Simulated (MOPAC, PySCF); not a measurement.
Pair of molecules: GeH4 (SMILES [GeH4]) (first 5 atoms) with Si2H6 (SMILES [SiH3][SiH3]); geometry from B3LYP-D3(BJ)/def2-TZVP, rigid monomers moved along the line of their centres of mass till Ge1···Si7 is 3.75 Å.
(charge 0, multiplicity 1):
```xyz
13

Ge     0.01233     0.13777     0.04475
H     -1.31819     0.71740    -0.45656
H      0.68985     1.14779     0.98216
H      0.93404    -0.14895    -1.15011
H     -0.25300    -1.16595     0.81129
Si     1.16515    -0.01175     3.70990
Si    -1.17486    -0.11469     3.59284
H      1.62313     1.39628     3.62784
H      1.78610    -0.78000     2.60535
H      1.62457    -0.58479     4.99924
H     -1.76491     0.50115     4.80681
H     -1.62625    -1.52477     3.50929
H     -1.68188     0.61500     2.40620
```

Interaction energies are E(AB) − E(A) − E(B) at the monomers' geometry in the complex; basis-set methods are counterpoise corrected. Rows marked so take none.

Rows in 3-21G, 6-31G* carry no dispersion term and start afresh at each structure (6-31G* with six Cartesian d functions); the Pople sets are all-electron and without relativity. The state that PM3, PM6 reach isn't checked.

Programs: MOPAC for PM3, PM6 (differences of heats of formation); PySCF for 3-21G rows, 6-31G* rows. Each number belongs to the level named beside it.

Q: One of these levels gives 0.83 kcal/mol for the interaction energy. Which one is it?
A. PM3
B. HF/3-21G (no counterpoise)
C. PM6
D. HF/6-31G* (no counterpoise)

A: A, PM3. The others give 207.49 (PM6), 2.31 (HF/3-21G (no counterpoise)), 4.18 (HF/6-31G* (no counterpoise))
